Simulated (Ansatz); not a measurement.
CH$_{5}$BFNO, SMILES `COB(N)F`, relaxed with RKS PBE0-D4/def2-TZVP in Ansatz from a GFN2-xTB geometry. The force threshold is 0.005 eV/Å; the program also tests the step.

The species carries charge 0 and has multiplicity 1.

Start:

```xyz
10

C    -0.971   -1.308   -0.491
O    -0.246   -0.105   -0.644
B     0.407    0.471    0.387
N     1.117    1.658    0.218
F     0.390   -0.094    1.614
H    -1.362   -1.572   -1.474
H    -1.797   -1.177    0.211
H    -0.324   -2.109   -0.125
H     1.175    2.132   -0.663
H     1.611    2.105    0.967
```

(1) How much energy does the relaxation release, and in how many steps? (An estimate is asked.)

(2) Which bonds change most? (Estimate.)

(3) Give the relaxed structure. (An estimate is asked.)

Answers

(1) The calculation gave: 0.63 kJ/mol, in 5 steps.

(2) Computed: O2–B3 from 1.350 to 1.359 Å; B3–N4 from 1.394 to 1.400 Å; B3–F5 from 1.351 to 1.345 Å; C1–H7 from 1.092 to 1.094 Å.

(3) Ansatz gave: 
```xyz
10

C    -0.965   -1.301   -0.488
O    -0.245   -0.099   -0.662
B     0.408    0.470    0.385
N     1.121    1.664    0.220
F     0.374   -0.113    1.598
H    -1.368   -1.586   -1.460
H    -1.793   -1.172    0.215
H    -0.321   -2.105   -0.121
H     1.176    2.136   -0.663
H     1.612    2.106    0.975
```
